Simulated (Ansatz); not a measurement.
The cluster Zn₂Cl₅⁻, relaxed as a singlet with RKS PBE-D4/def2-SVPD in Ansatz, starting from the GFN1-xTB geometry. Force threshold 0.02 eV/Å.

The structure comes from a short search, and lower isomers may exist.

Start:

```xyz
7

Zn   -0.3142    0.2136    1.4843
Zn    0.3306   -0.1303   -1.3681
Cl   -0.9921    0.0287    3.4853
Cl   -1.1478    1.4694   -0.1477
Cl    1.2149    0.4941   -3.2036
Cl    1.7317   -0.1398    0.6823
Cl   -0.8230   -1.9355   -0.9326
```

```
step   energy (eV)  largest force component (eV/Å)  SCF passes
   1  -159392.4085                           0.826          16
   2  -159392.5547                           0.237          18
   3  -159392.6202                           0.240          18
   4  -159392.7270                           0.322          25
   5  -159392.7734                           0.562          25
   6  -159392.8343                           0.018          18
```

Force components are those of the run's own axes.

End:

```xyz
7

Zn   -0.441   -0.108    1.308
Zn    0.437    0.100   -1.310
Cl   -1.134   -0.265    3.390
Cl   -1.028    1.665   -0.212
Cl    1.152    0.300   -3.382
Cl    1.865    0.042    0.630
Cl   -0.851   -1.734   -0.425
```

Bonds formed: Zn1–Cl7 (atoms count from 1). The end is the same structure that another start reached, the lowest one found.

No frequencies were taken in this run, so the end may be a saddle point.

Hardware: 4 threads of INTEL XEON PLATINUM 8581C on a shared host. Wall time 12 s.
